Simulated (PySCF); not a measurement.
Some computed properties have been withheld. Give your best values.

ScCl₃ (singlet state).
SMILES: `[Cl][Sc]([Cl])[Cl]`

| property | level | value |
| --- | --- | --- |
| rotational constants A, B, C | PBE0-D3(BJ)/def2-SVP | 1.925, 1.839, 0.941 GHz |
| dipole moment | CAM-B3LYP/def2-SVPD | 0.07 D |
| HOMO energy | CAM-B3LYP/def2-SVPD | ? |
| LUMO energy | CAM-B3LYP/def2-SVPD | ? |
| lowest singlet excitation | TDDFT CAM-B3LYP/def2-SVPD | 4.63 eV (268 nm, f = 0.000) |
| lowest triplet excitation (Tamm–Dancoff) | TDA CAM-B3LYP/def2-SVPD | 4.62 eV |
| static isotropic polarisability | CAM-B3LYP/def2-SVPD | ? |
| electronic spatial extent ⟨r²⟩ about the centre of nuclear charge | CAM-B3LYP/def2-SVPD | 1065 bohr² |
| core binding energies | ΔSCF SCAN, pcX-2 on the ionised atom (unc-x2c-TZVPall on a metal), pcseg-1 elsewhere, spin-free X2C, 2p3/2 from a spin–orbit splitting computed afterwards within the 2p shell | Cl2p3/2 205.8 (×3), Sc2p3/2 408.3, Cl1s 2828.4 (×3) eV |

Gas-phase values; electronic properties from PySCF, density fitting. Isolated species at its PBE0-D3(BJ)/def2-SVP geometry, gas phase. Metal 2p energies of this one-determinant scheme are less reliable than its 1s energies.

(1) The static isotropic polarisability?

(2) The LUMO energy?

(3) What is the HOMO energy?

Results:

(1) 74.2 au.

(2) -2.53 eV.

(3) -10.69 eV.

With B = h/(8π²I), that is 505.379 GHz u Å² over I, the principal moments of inertia are 262.5, 274.8 and 537.2 u Å² (most abundant isotopes). The principal polarisabilities are 53.9, 83.8 and 85.0 au; their mean is the isotropic value. The polarisability is 11.00 Å³ as a volume (1 au = 0.148185 Å³), or 1.03 au for each of the 72 electrons. In wavenumbers S1 is 37300 cm⁻¹ (1 eV = 8065.54 cm⁻¹). The rotational constants make it an asymmetric top with κ = (2B − A − C)/(A − C) = 0.82, nearer the oblate limit (+1). No computed singlet falls in the visible range (750 to 380 nm, 1.65 to 3.26 eV); S1 lies 1.37 eV above its blue end.
